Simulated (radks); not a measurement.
The numbers below are computed, except where a source is named.
Task: Species: the titanium ion Ti+. Configuration: [Ar] 3d2 4s1. Code: a radial shooting solver on a logarithmic mesh with Libxc functionals. Model: non-relativistic Kohn-Sham, PBE, spin-polarised, spherical densities, point nucleus; open shells are filled with parallel spins first. Some entries of the table are withheld. Estimate them.

orbital  occ.  eigenvalue (Ry)  <r> (bohr)
1s up       1        -356.0065     0.07017
1s down     1        -356.0048     0.07017
2s up       1        -39.55629      0.3277
2s down     1        -39.51218      0.3274
2p up       3        -33.12303      0.2910
2p down     3        -33.08892      0.2907
3s up       1         -5.12839       1.015
3s down     1         -4.98689       1.014
3p up       3         -3.43733       1.089
3p down     3         -3.29482       1.087
3d up       2              (1)       1.502
4s up       1         -0.79769       3.151
3d down     0              (2)       1.492

Result: 
(1) 3d up eigenvalue (Ry): -0.90033
(2) 3d down eigenvalue (Ry): -0.75301
